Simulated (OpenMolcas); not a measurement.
**Au7+: effect of the IPEA shift**

| Quantity | Value |
| --- | --- |
| Program | OpenMolcas 26.06 |
| Basis | ANO-RCC-VTZP [8s7p5d3f1g] |
| Scalar Hamiltonian | DKH2, point nucleus |
| Active space | 4 electrons in 10 orbitals (5d 6d) |
| State averaging | 2S+1 = 5 even, 5 roots; 2S+1 = 3 even, 45 roots; 2S+1 = 1 even, 50 roots |
| Spin-orbit coupling | RASSI with atomic mean-field integrals over the reference wave functions, term energies averaged over their components |

Methods on the same reference wave functions:
A. CASSCF
B. MS-CASPT2, IPEA 0 Eh, imaginary shift 0.1 Eh (closed shells correlated: 5s 5p)
C. MS-CASPT2, IPEA 0.25 Eh, imaginary shift 0.1 Eh (closed shells correlated: 5s 5p)

Energies in cm⁻¹ above 5d⁴ ⁵D₁.

| Level | A | B | C |
| --- | --- | --- | --- |
| 5d⁴ ⁵D₁ | 0.0 | 0.0 | 0.0 |
| 5d⁴ ⁵D₂ | 7206 | 7380 | 7350 |
| 5d⁴ ⁵D₃ [73 %] | 12188 | 12030 | 12040 |
| 5d⁴ ³G₃ [61 %] | 30955 | 28790 | 28990 |
| 5d⁴ ³F₂(1) [53 %] | 32311 | 29380 | 29650 |
| 5d⁴ ³H₅ [73 %] | 33718 | 32230 | 32470 |
| 5d⁴ ³P₁(1) [65 %] | 35032 | 32280 | 32640 |
| 5d⁴ ³H₆ [66 %] | 37220 | 35840 | 36020 |
| 5d⁴ ³G₄ [66 %] | 41590 | 39220 | 39500 |
| 5d⁴ ³G₅ [73 %] | 55175 | 53150 | 53400 |
| 5d⁴ ³D₁ | 57276 | 53610 | 53950 |
| 5d⁴ ¹I₆ [66 %] | 57420 | 55850 | 55990 |
| 5d⁴ ¹S₀(1) [65 %] | 66343 | 61780 | 62230 |
| 5d⁴ ¹F₃ [53 %] | 69685 | 64940 | 65250 |
| 5d⁴ ³F₃(2) [74 %] | 83169 | 77820 | 78130 |
| 5d⁴ ³P₁(2) | 84284 | 77880 | 78340 |
| 5d⁴ ³P₀(2) [72 %] | 88672 | 81750 | 82440 |
| 5d⁴ ¹D₂(2) | 108436 | 100180 | 100390 |
| 5d⁴ ¹S₀(2) | 136186 | 125900 | 126220 |

A puts 5d⁴ ⁵D₀ [56 %] lowest. B puts 5d⁴ ⁵D₀ [50 %] lowest. C puts 5d⁴ ⁵D₀ [51 %] lowest.

Between B and C the level of the table that moves most is 5d⁴ ³P₀(2) [72 %], by 690 cm-1 (lowest in B, highest in C). Moves below CASPT2's spread within the term are not significant.

From A to B the spin-free energies of the other terms of 5d⁴ shown, above ⁵D, scale by factors of 0.85 to 0.92, as is usual when dynamic correlation screens the repulsion within a d or f shell.

The lowest spin-free term lies below A's lowest term by 0.243 hartree in B, 0.238 hartree in C.

Term energies are means over components that CASPT2 splits; among the terms shown or strongly mixed into the levels shown the widest spread is 770 cm-1 (5d⁴ ¹I, C). Active for correlation alone: 6d; no level in the range computed is led by a configuration that fills it, so any true level of that kind is missing. Without dynamic correlation excited terms often stand tens of per cent too high (terms of higher spin than the ground term too low), and those without a measured partner can miss by more than the paired ones (holds for A). The CASPT2 spread within a term exceeds the gap to the next term for 5d⁴ ³D and 5d⁴ ¹I, so the order of their levels is uncertain (holds for C). Only configurations of the active space appear. Levels that lie high or do not pair safely by name in every column are left out.

A share in square brackets marks a mixed level and gives the weight of the term that names it, the lowest over the columns. A number in round brackets counts repeated terms of one configuration in the order of the reference energies.
